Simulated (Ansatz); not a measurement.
Mulliken charges of CH3AlClFSe, SMILES `C[Se][Al]([F])[Cl]` from ωB97M-V/def2-TZVPP in Ansatz (PBE0-D4/def2-TZVP geometry).

```json
{"atom": "C1", "x (Å)": "-0.793", "y (Å)": "-0.354", "z (Å)": "1.147", "charge (e)": "-0.419"}
{"atom": "Se2", "x (Å)": "0.839", "y (Å)": "-1.155", "z (Å)": "0.398", "charge (e)": "-0.100"}
{"atom": "Al3", "x (Å)": "1.116", "y (Å)": "0.259", "z (Å)": "-1.370", "charge (e)": "0.581"}
{"atom": "F4", "x (Å)": "2.384", "y (Å)": "0.044", "z (Å)": "-2.387", "charge (e)": "-0.322"}
{"atom": "Cl5", "x (Å)": "-0.202", "y (Å)": "1.831", "z (Å)": "-1.736", "charge (e)": "-0.213"}
{"atom": "H6", "x (Å)": "-1.608", "y (Å)": "-0.416", "z (Å)": "0.432", "charge (e)": "0.159"}
{"atom": "H7", "x (Å)": "-0.613", "y (Å)": "0.679", "z (Å)": "1.431", "charge (e)": "0.159"}
{"atom": "H8", "x (Å)": "-1.030", "y (Å)": "-0.945", "z (Å)": "2.030", "charge (e)": "0.154"}
```

Q: By hand: the dipole of these point charges (1 e Å = 4.8032 D).

A: Σ q r = (-0.340, -0.094, 0.431) e Å, of length 0.557 e Å = 2.68 D.

Q: How does the dipole of the full density compare? (Estimate.)

A: Ansatz gave: (-0.328, -0.011, 0.333) e Å, 2.25 D; the point charges give 1.19 times that, at 10° from its direction.

Point charges leave out the atoms' own dipoles, such as those of lone pairs, and Mulliken's split depends on the basis, so the two needn't agree.
